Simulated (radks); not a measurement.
Question: Neutral krypton, [Kr]. Calculated with a radial shooting solver on a logarithmic mesh with Libxc functionals: non-relativistic Kohn-Sham, exchange-only B88, spin-polarised, spherical densities, point nucleus. Every spin shell is full or empty, so the densities are truly spherical. Functionals are evaluated on that one density, not self-consistently. Rank these exchange functionals by their error against the exact value of the orbitals, and give that value: LDA, PBEsol, revPBE, RPBE, PW86, WC, SOGGA, B86b, SCAN, r2SCAN, MS2, MVS.

Answer: Exact: -93.7211 hartree. From best to worst, with 100 (|E| - |E exact|)/|E exact| (equal figures are ties): r2SCAN 0.00, PW86 +0.05, MVS +0.06, B86b +0.08, RPBE -0.14, revPBE -0.21, SCAN +0.27, MS2 -0.42, WC -0.95, PBEsol -2.50, SOGGA -2.52, LDA -5.51.
